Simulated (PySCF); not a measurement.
**Radial density of Si (silicon, neutral)**

UHF, [Ne] 3s2 3p1 4s1, high-spin 3P determinant (an excited configuration). Calculation: PySCF 2.14, in aug-cc-pwCVTZ; the non-relativistic Hamiltonian (point nucleus).

| r (bohr) | 4πr²ρ (e/bohr) | 4πr²(ρα − ρβ) |
| --- | --- | --- |
| 0.00151 | 0.04851 | 0.0000 |
| 0.00254 | 0.1332 | 0.0000 |
| 0.00427 | 0.3592 | 0.0001 |
| 0.00718 | 0.9365 | 0.0003 |
| 0.0121 | 2.312 | 0.0007 |
| 0.0203 | 5.197 | 0.0016 |
| 0.0342 | 10.01 | 0.0033 |
| 0.0575 | 14.93 | 0.0061 |
| 0.0967 | 14.95 | 0.0135 |
| 0.163 | 10.21 | 0.0402 |
| 0.274 | 11.56 | 0.0897 |
| 0.460 | 14.03 | 0.0638 |
| 0.774 | 6.008 | -0.0042 |
| 1.30 | 1.627 | 0.2758 |
| 2.19 | 1.419 | 0.4588 |
| 3.68 | 0.3612 | 0.2132 |
| 6.19 | 0.2514 | 0.2495 |
| 10.4 | 0.01041 | 0.0104 |

The outer electron is Rydberg-like, and this basis confines it to a smaller radius and binds it less than a complete one would.

Problem. Where is the radial spin density 4πr²(ρα − ρβ) most negative, and why is it negative at all?

Solution. Around r = 0.774 bohr, down to -0.0042 e/bohr: exchange with the open shell polarises the paired shells in an unrestricted calculation.
